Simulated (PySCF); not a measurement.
This PySCF input asks for the NMR shieldings of `BCC(=C=C)B(Cl)Cl`, C4H6B2Cl2; the geometry comes from GFN2-xTB.

```python
import basis_set_exchange as bse
import numpy as np
from pyscf import gto, dft
from pyscf.prop import nmr

atoms = """
B    -1.349079   -1.326131    0.114116
C    -0.800968   -0.545335   -1.127511
C    -0.007096    0.403982   -0.230648
C     1.173996    0.025182    0.217490
C     2.347400   -0.311650    0.630205
B    -0.590700    1.777660    0.190791
Cl    0.294544    2.805428    1.264472
Cl   -2.103443    2.334218   -0.402476
H    -2.286324   -0.927608    0.688204
H    -0.766917   -2.258316    0.512303
H    -0.131053   -1.085117   -1.791235
H    -1.513527    0.024639   -1.716125
H     2.493395   -0.845539    1.555449
H     3.239094   -0.071885    0.072799
"""
names = dict.fromkeys(["B", "C", "Cl", "H"], "pcSseg-1")
basis = {el: gto.basis.parse(bse.get_basis(n, elements=[el], fmt="nwchem")) for el, n in names.items()}
mol = gto.M(atom=atoms, basis=basis, charge=0, verbose=0)
mf = dft.RKS(mol, xc="PBE0")
mf.grids.level = 2
mf.grids.alignment = dft.numint.BLKSIZE   # the property module wants whole blocks of grid points
mf.conv_tol = 1e-9
mf.kernel()

calc = nmr.RKS(mf)   # GIAO
C = mf.mo_coeff
Co = C[:, mf.mo_occ > 0]
resp = mf.gen_response(singlet=True, hermi=2)
def vind(x):   # induced exchange potential for any number of trial vectors
    d = np.einsum("pi,xij,qj->xpq", C, 2 * x.reshape(-1, C.shape[1], Co.shape[1]), Co, optimize=True)
    return np.einsum("xpq,pi,qj->xij", resp(d - d.transpose(0, 2, 1)), C, Co, optimize=True).ravel()
mo1, _ = nmr.rhf.solve_mo1(calc, with_cphf=vind)
sigma = calc.kernel(mo1)
for i, s in enumerate(sigma):   # ppm
    print("%2d %-2s %9.2f" % (i, mol.atom_pure_symbol(i), np.trace(s) / 3))
```

Problem. What does it print?

Solution. 
```
 0 B      45.53
 1 C     155.64
 2 C     102.18
 3 C     -53.62
 4 C     111.35
 5 B      45.85
 6 Cl    702.56
 7 Cl    701.42
 8 H      25.91
 9 H      25.82
10 H      29.10
11 H      28.77
12 H      26.62
13 H      26.46
```

These numbers come from an equivalent density-fitted implementation of the same equations, which agrees with the script to about 0.01 ppm for H and up to a few tenths of a ppm for heavy atoms, so last digits may differ.

Size and cost of the density-fitted run: 180 basis functions, 88 s wall time on 1 thread of an Intel Xeon, shared host; peak memory 0.82 GiB.
